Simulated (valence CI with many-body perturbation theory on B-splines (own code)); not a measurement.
# Ce LIII: electric-dipole lines

Calculated by configuration interaction combined with many-body perturbation theory (CI+MBPT): four valence electrons over a frozen Dirac-Fock core [He], a basis of 11 s, 11 p, 9 d, 7 f, 5 g, 2 h, 1 i functions for each j, with the one-electron correlation potential Σ1, the two-electron term Σ2, the three-electron term Σ3, Breit, model QED; selected CI, second order for the rest (own B-spline code, finite nucleus).

No measured spectrum was set against this ion. As an estimate, large intervals hold to a few tenths of a per cent, small ones and those within an open d or f shell to about a per cent. Among the levels kept, up to 260 cm⁻¹ of a level comes from second order outside the variational space, and about a tenth of that is noise between levels of different J, which matters for small intervals.

Lines 201 to 250 of 274 in falling wavelength, among levels below 511.18 Ry, chosen from the strongest by gf and those to the six lowest levels. Wavelengths and rates use the calculated energies. Electric multipoles are in the length gauge, E1 and E2 with the static RPA response of the core. Weak lines are less certain than strong ones. Lines between different terms over intervals too small for the method are left out, as are lines whose strength nearly cancels. The highest levels of a list are the least certain.

Levels are named by their leading jj configuration (3d3/2^4 stands for four electrons in 3d with j = 3/2), which in mixed levels can hold well under half, so a name can repeat and another be missing. Letters in brackets count levels of one name in rising energy.

```csv
λ vac (nm),Upper,Lower,A (s⁻¹),S (a.u.) with core polarisation,S without
0.2017,(2s 2p1/2 2p3/2 3d5/2) J=1 [a],(2s 2p1/2^2 2p3/2) J=1,4.79e+13,5.82e-04,5.82e-04
0.2017,(2s 2p1/2 2p3/2 3d3/2) J=2 [a],(2s 2p1/2^2 2p3/2) J=2,1.23e+14,2.49e-03,2.50e-03
0.2017,(2s 2p1/2 2p3/2 3d3/2) J=1 [a],(2s 2p1/2^2 2p3/2) J=2,4.55e+13,5.52e-04,5.53e-04
0.2016,(2s 2p1/2 2p3/2 3p1/2) J=1 [a],(2s^2 2p1/2 2p3/2) J=1,4.83e+13,5.86e-04,5.85e-04
0.2015,(2s 2p1/2 2p3/2 3d3/2) J=3 [a],(2s 2p1/2^2 2p3/2) J=2,1.55e+14,4.39e-03,4.39e-03
0.2013,(2s 2p1/2 2p3/2 3p1/2) J=2 [a],(2s^2 2p1/2 2p3/2) J=1,1.23e+14,2.49e-03,2.48e-03
0.2013,(2s 2p1/2 2p3/2 3d3/2) J=2 [c],(2s 2p1/2^2 2p3/2) J=1,3.19e+12,6.41e-05,6.42e-05
0.2010,(2p1/2^2 2p3/2 3p1/2) J=2,(2s 2p1/2^2 2p3/2) J=1,4.05e+14,8.12e-03,8.12e-03
0.2010,(2s 2p1/2 2p3/2 3p1/2) J=3,(2s^2 2p1/2 2p3/2) J=2,2.16e+14,6.06e-03,6.06e-03
0.2009,(2p1/2^2 2p3/2 3p1/2) J=1,(2s 2p1/2^2 2p3/2) J=1,2.14e+14,2.56e-03,2.57e-03
0.2007,(2s 2p1/2^2 3p1/2) J=1,(2s^2 2p1/2^2) J=0,3.18e+14,3.80e-03,3.80e-03
0.2006,(2s 2p1/2 2p3/2 3d5/2) J=1 [b],(2s 2p1/2^2 2p3/2) J=1,6.26e+13,7.49e-04,7.50e-04
0.2005,(2s 2p1/2 2p3/2 3d5/2) J=2 [b],(2s 2p1/2^2 2p3/2) J=1,2.77e+12,5.51e-05,5.52e-05
0.2004,(2s 2p1/2 2p3/2 3d5/2) J=0,(2s 2p1/2^2 2p3/2) J=1,1.67e+14,6.62e-04,6.63e-04
0.2004,(2s 2p1/2 2p3/2 3d3/2) J=3 [b],(2s 2p1/2^2 2p3/2) J=2,4.30e+14,1.20e-02,1.20e-02
0.2002,(2s 2p1/2 2p3/2 3d3/2) J=2 [b],(2s 2p1/2^2 2p3/2) J=2,6.48e+14,1.28e-02,1.29e-02
0.2002,(2s 2p1/2 2p3/2 3p1/2) J=2 [b],(2s^2 2p1/2 2p3/2) J=2,1.31e+14,2.58e-03,2.58e-03
0.2001,(2s 2p1/2 2p3/2 3d3/2) J=2 [d],(2s 2p1/2^2 2p3/2) J=1,3.65e+14,7.23e-03,7.24e-03
0.2001,(2s 2p1/2 2p3/2 3d3/2) J=1 [b],(2s 2p1/2^2 2p3/2) J=2,8.14e+14,9.65e-03,9.66e-03
0.2001,(2s 2p1/2 2p3/2 3d3/2) J=1 [d],(2s 2p1/2^2 2p3/2) J=1,3.60e+14,4.26e-03,4.27e-03
0.2000,(2s 2p1/2 2p3/2 3d5/2) J=2 [a],(2s 2p1/2^2 2p3/2) J=2,1.13e+13,2.23e-04,2.23e-04
0.2000,(2s 2p1/2 2p3/2 3d3/2) J=0 [b],(2s 2p1/2^2 2p3/2) J=1,5.02e+14,1.98e-03,1.98e-03
0.1997,(2s 2p1/2 2p3/2 3d5/2) J=3 [a],(2s 2p1/2^2 2p3/2) J=2,8.01e+13,2.21e-03,2.21e-03
0.1997,(2s^2 2p3/2 3d3/2) J=2,(2s^2 2p1/2 2p3/2) J=2,2.65e+14,5.20e-03,5.20e-03
0.1996,(2s 2p1/2 2p3/2 3p1/2) J=2 [b],(2s^2 2p1/2 2p3/2) J=1,1.20e+12,2.36e-05,2.35e-05
0.1996,(2s 2p1/2 2p3/2 3d5/2) J=1 [a],(2s 2p1/2^2 2p3/2) J=2,5.85e+12,6.88e-05,6.89e-05
0.1995,(2s^2 2p3/2 3d3/2) J=1,(2s^2 2p1/2 2p3/2) J=2,1.26e+14,1.49e-03,1.49e-03
0.1995,(2s^2 2p1/2 3d3/2) J=1,(2s^2 2p1/2^2) J=0,5.03e+14,5.91e-03,5.91e-03
0.1994,(2s^2 2p3/2 3d3/2) J=3,(2s^2 2p1/2 2p3/2) J=2,4.30e+14,1.18e-02,1.18e-02
0.1992,(2s 2p1/2 2p3/2 3d3/2) J=2 [c],(2s 2p1/2^2 2p3/2) J=2,1.55e+12,3.02e-05,3.02e-05
0.1992,(2s 2p1/2 2p3/2 3p1/2) J=2 [c],(2s^2 2p1/2 2p3/2) J=2,6.20e+12,1.21e-04,1.20e-04
0.1991,(2s^2 2p3/2 3d3/2) J=2,(2s^2 2p1/2 2p3/2) J=1,2.67e+14,5.20e-03,5.21e-03
0.1991,(2s 2p1/2 2p3/2 3p1/2) J=1 [b],(2s^2 2p1/2 2p3/2) J=2,4.38e+12,5.12e-05,5.14e-05
0.1990,(2s^2 2p3/2 3d3/2) J=1,(2s^2 2p1/2 2p3/2) J=1,4.38e+14,5.11e-03,5.12e-03
0.1989,(2s 2p1/2 2p3/2 3p1/2) J=0,(2s^2 2p1/2 2p3/2) J=1,5.41e+14,2.10e-03,2.10e-03
0.1989,(2p1/2^2 2p3/2 3p1/2) J=2,(2s 2p1/2^2 2p3/2) J=2,1.26e+13,2.46e-04,2.45e-04
0.1988,(2s 2p1/2 2p3/2 3d3/2) J=3 [c],(2s 2p1/2^2 2p3/2) J=2,1.12e+13,3.04e-04,3.04e-04
0.1988,(2p1/2^2 2p3/2 3p1/2) J=1,(2s 2p1/2^2 2p3/2) J=2,7.83e+12,9.11e-05,9.06e-05
0.1986,(2s 2p1/2 2p3/2 3p1/2) J=2 [c],(2s^2 2p1/2 2p3/2) J=1,1.77e+12,3.43e-05,3.45e-05
0.1986,(2s 2p1/2 2p3/2 3p1/2) J=1 [b],(2s^2 2p1/2 2p3/2) J=1,5.34e+13,6.19e-04,6.20e-04
0.1985,(2s^2 2p3/2 3d3/2) J=0,(2s^2 2p1/2 2p3/2) J=1,9.62e+13,3.71e-04,3.72e-04
0.1985,(2s 2p1/2 2p3/2 3d5/2) J=1 [b],(2s 2p1/2^2 2p3/2) J=2,5.10e+12,5.91e-05,5.89e-05
0.1983,(2s^2 2p3/2 3d5/2) J=2,(2s^2 2p1/2 2p3/2) J=2,6.61e+12,1.27e-04,1.27e-04
0.1982,(2s 2p1/2 2p3/2 3p1/2) J=1 [c],(2s^2 2p1/2 2p3/2) J=2,7.90e+13,9.10e-04,9.10e-04
0.1980,(2s 2p1/2 2p3/2 3d3/2) J=2 [d],(2s 2p1/2^2 2p3/2) J=2,4.66e+12,8.93e-05,8.91e-05
0.1980,(2s 2p1/2 2p3/2 3d3/2) J=1 [d],(2s 2p1/2^2 2p3/2) J=2,3.77e+12,4.33e-05,4.32e-05
0.1979,(2s^2 2p3/2 3d5/2) J=3,(2s^2 2p1/2 2p3/2) J=2,2.55e+13,6.83e-04,6.83e-04
0.1978,(2s^2 2p3/2 3d5/2) J=2,(2s^2 2p1/2 2p3/2) J=1,3.34e+12,6.38e-05,6.39e-05
0.1976,(2s 2p1/2 2p3/2 3p1/2) J=1 [c],(2s^2 2p1/2 2p3/2) J=1,2.29e+13,2.62e-04,2.61e-04
0.1976,(2s 2p1/2 2p3/2 3p3/2) J=3 [a],(2s^2 2p1/2 2p3/2) J=2,7.26e+12,1.94e-04,1.93e-04
```
